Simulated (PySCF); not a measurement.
## Spinor energies of Sc (scandium, neutral)

Start: [Ar] 3d1 4s2; 3d3/2 filled at m_j = +3/2. Calculated with PySCF 2.14 in x2c-SVPall-2c: generalised Hartree-Fock with the X2C-1e Hamiltonian and a Gaussian nucleus; one run each with spin-orbit coupling (SO) switched off, then screened by Boettger's factors.

| spinor shell | electrons | ε, spin-free (eV) | ε, screened SO (eV) | weight of nominal j (screened SO) | rms radius, screened SO (bohr) |
| --- | --- | --- | --- | --- | --- |
| 1s1/2 | 2 | -4537.0 | -4537.0 | 1.000 | 0.0845 |
| 2s1/2 | 2 | -523.53 | -523.52 | 1.000 | 0.370 |
| 2p1/2 | 2 | -426.41 | -429.70 | 1.000 | 0.338 |
| 2p3/2 | 4 | -426.41 | -424.77 | 1.000 | 0.340 |
| 3s1/2 | 2 | -70.469 | -70.462 | 1.000 | 1.15 |
| 3p1/2 | 2 | -42.838 | -43.838 | 0.854 | 1.27 |
| 3p3/2 | 4 | -42.838 | -42.329 | 0.927 | 1.27 |
| 3d3/2 | 1 | -9.187 | -9.204 | 0.989 | 1.94 |
| 4s1/2 | 2 | -5.755 | -5.754 | 0.995 | 4.23 |

| quantity | spin-free | screened SO |
| --- | --- | --- |
| E (hartree) | -763.18204 | -763.18475 |
| M_J | 3/2 | 3/2 |
| ⟨J²⟩ | 3.892 | 3.812 |
| ⟨L²⟩ | 6.041 | 6.041 |
| ⟨S²⟩ | 0.769 | 0.770 |

Each row is a mean over spinors that exchange with the open shell spreads, by up to 3.616 eV (3p1/2).

Rows whose weight is well below 1 are mixtures of j = l ± 1/2: exchange outweighs spin-orbit coupling there, and the label is only the starting occupation.

⟨J²⟩ departs a little from M_J(M_J + 1) because the unrestricted spinors polarise the closed shells.

Without spin-orbit coupling the j labels of p, d and f shells carry no meaning; the spin-free column gives the mean over the occupied spinors of each nl shell, and its ⟨J²⟩ belongs to a mixture of degenerate components.
